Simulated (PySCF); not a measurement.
Dipole moment (D) of eight silicon and germanium compounds: PBE beside CAM-B3LYP, computed with PySCF for isolated molecules in the bases named; differences from unrounded values. The eight are the first of their class met in an unordered collection, after screening for sound electronic states; none was chosen by its value, except that the dipole had to exceed 0.05 D. Each molecule has one DFT geometry for both levels.

```tsv
molecule	basis	CAM-B3LYP	PBE	difference
CH6ClNO2Si, SMILES NC[Si](O)(O)Cl	def2-TZVP	1.74	1.52	-0.22
CH7ClOSi2, SMILES [SiH3]CO[SiH2]Cl	def2-TZVP	0.93	0.77	-0.16
C4H10OSi, SMILES C1(COC1)[SiH2]C	def2-TZVP	2.14	1.97	-0.17
CH5F2NSi, SMILES CN[SiH](F)F	def2-TZVP	2.82	2.71	-0.12
C2H3Cl2FSi, SMILES C(=C(Cl)Cl)(F)[SiH3]	def2-TZVP	1.29	1.02	-0.27
CH10N2Si3, SMILES [Si@@H]1([SiH2]C[SiH2]N1)N	def2-TZVP	1.77	1.83	0.07
Cl₂GeH₄Si, SMILES [GeH3][SiH](Cl)Cl	def2-TZVP	1.53	1.35	-0.17
C3H11NSi2, SMILES C=CN([SiH3])C[SiH3]	def2-TZVP	1.26	1.23	-0.03
```

PBE lies below CAM-B3LYP in 7 and above it in 1 of the eight; the mean signed difference is -0.13 and the largest -0.27 D.
